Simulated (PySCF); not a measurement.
## What moves σ(F)?

GIAO PBE0/pcSseg-1 on GFN2-xTB geometries (PySCF, gas phase, non-relativistic):

```csv
SMILES,IAO charge (e) of F,σ(F) (ppm)
N[SiH2][C@@H]1CCC[C@H]1F,-0.337,372.8
N[SiH2][C@@H]1C=CC[C@H]1F,-0.336,349.7
N[SiH2][C@H]1CCC=C1F,-0.275,298.2
N[SiH2][SiH2][C@@H]1CCC[C@@H]1F,-0.338,359.3
N[SiH2][C@@H]1[SiH2]CC[C@H]1F,-0.346,359.3
```

Question: Fit σ(F) as a line in the IAO charge of F. How well does it hold?

Answer: σ = 38.3 − 948.4 x, with x in e; correlation -0.95, rms deviation 8.1 ppm, largest 14.9 ppm at `N[SiH2][C@@H]1CCC[C@H]1F`. A charge says how many electrons sit at the atom, not how easily they circulate, so such a line holds only within like compounds.

Question: A further member, `N[SiH2][C@@H]1CC=C[C@@H]1F`, has x = -0.343. What does the line predict, and what does the calculation give?

Answer: The line gives 363.6 ppm; the calculation 350.4 ppm, a difference of -13.2 ppm, outside the usual scatter of the fit.
